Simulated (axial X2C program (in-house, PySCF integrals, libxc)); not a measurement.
# ZrBr: cheaper levels and CCSD(T), with spin–orbit coupling

Calculated with an in-house relativistic program for diatomic molecules. Two-component (2c) means X2C with spin–orbit coupling and atomic mean-field two-electron Coulomb and Gaunt terms. Basis: Zr dyall-cv3z [11s12p9d6f3g], Br dyall-cv3z [8s9p6d4f1g] (cores contracted in-house); Gaussian nuclei, density fitting, unrestricted open shells. Masses: Zr 89.905 u, Br 78.918 u.

State: Ω = 3/2 (⟨Sz⟩ = 1.50, ⟨Lz⟩ = 0.00 at HF); fragments Zr + Br.

```tsv
level	Re (Å)	ωe (cm⁻¹)
PBE0	2.478	275.6
HF	2.573	253.6
MP2	2.477	279.7
CCSD	2.505	272.6
PW91	2.474	274.6
```

Correlated methods: 19 electrons correlated (number of frozen shells: Zr 3 s, 2 p, 1 d; Br 3 s, 2 p, 1 d), 323 virtual spin orbitals or spinors in MP2, 110 natural virtuals in coupled cluster.

CCSD(T), same Hamiltonian and basis:

Re = 2.496 Å, ωe = 275.2 cm⁻¹, De = 3.54 eV; T1 = 0.015 (Lee–Taylor normalisation).

(1) Give the differences from CCSD(T) in the columns below.

The state is one determinant whose occupation by symmetry is held fixed; it was picked as the lowest of a PBE0 search that is not exhaustive. De is counted from the lowest determinant-based energies of the atoms at the same level, without counterpoise correction. De is not given where an atomic determinant may have missed its ground term or J level, or where the truncated virtual space spoils (T). Density functionals use the spin component along the axis (collinear). Coupled cluster ran in a truncated set of natural virtual spinors; the MP2 energy of the rest was added. (T) has no such correction and the atoms are truncated less, which lowers De at CCSD(T) by a hundredth of an eV or more. Other states lie close and PBE0, whose exact exchange favours high spin, may order them wrongly; the determinant shown need not be the ground state. The nearest other 2c determinant of the search, Ω = 3/2, lies 0.06 eV up at the distance of the search. The functionals have no current-density term, which raises determinants with orbital currents, atoms included. With several unpaired electrons one determinant need not be a pure state. This is the top spin component of a Σ state; components of lower Ω are not single determinants and can lie lower.

## Answers

(1) 

```tsv
level	ΔRe (Å)	Δωe (cm⁻¹)
PBE0	-0.018	0.4
HF	0.077	-21.6
MP2	-0.019	4.5
CCSD	0.009	-2.6
PW91	-0.022	-0.6
```
